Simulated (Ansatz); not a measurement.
Relaxation of C$_{2}$H$_{6}$ClIn (10 atoms, charge 0, multiplicity 1), to a largest force component of 0.03 eV/Å in at most 50 steps.

Theory: UKS PBE/def2-SVP in Ansatz.

```xyz
10
Properties=species:S:1:pos:R:3
In -1.510 0.407 -1.169
C 1.129 0.456 1.109
C -0.692 -1.481 -1.024
H 0.738 -0.389 0.542
Cl -2.991 1.960 -2.170
H 0.412 0.723 1.910
H 2.110 0.218 1.565
H 1.251 1.322 0.428
H 0.401 -1.382 -1.212
H -0.847 -1.835 0.022
```

**Question.** Where does it end, and by what steps?

**Answer.** The forces met the threshold. The force dipped under the threshold on the way, but the program's further checks kept it going. After 18 steps the energy has fallen by 0.218 eV; H8 moved furthest, 0.88 Å.

```csv
step,energy less start (eV),largest force component (eV/Å),accepted
0,0.0000,0.480,yes
1,-0.1461,0.225,yes
2,-0.1957,0.125,yes
3,-0.1960,0.286,yes
4,-0.2092,0.129,yes
5,-0.2108,0.083,yes
6,-0.2119,0.064,yes
7,-0.2123,0.150,yes
8,-0.2136,0.048,yes
9,-0.2142,0.004,yes
10,-0.2112,0.298,no
11,-0.2148,0.082,yes
12,-0.2147,0.139,no
13,-0.2155,0.016,yes
14,-0.2160,0.026,yes
15,-0.2167,0.051,yes
16,-0.2169,0.083,yes
17,-0.2173,0.037,yes
18,-0.2177,0.009,yes
```

```xyz
10
Properties=species:S:1:pos:R:3
In -1.921 0.213 -1.630
C 1.511 0.630 1.495
C -1.038 -1.630 -1.353
H 0.870 0.062 0.794
Cl -3.502 1.643 -2.653
H 0.927 0.898 2.395
H 2.377 0.009 1.790
H 1.870 1.553 1.002
H 0.049 -1.500 -1.574
H -1.143 -1.878 -0.269
```

Whether the end is a true minimum wasn't checked by a vibrational analysis.

Time of the run: 51 s on 4 threads of Arm Neoverse N1, on a shared host, peak memory 0.19 GiB.
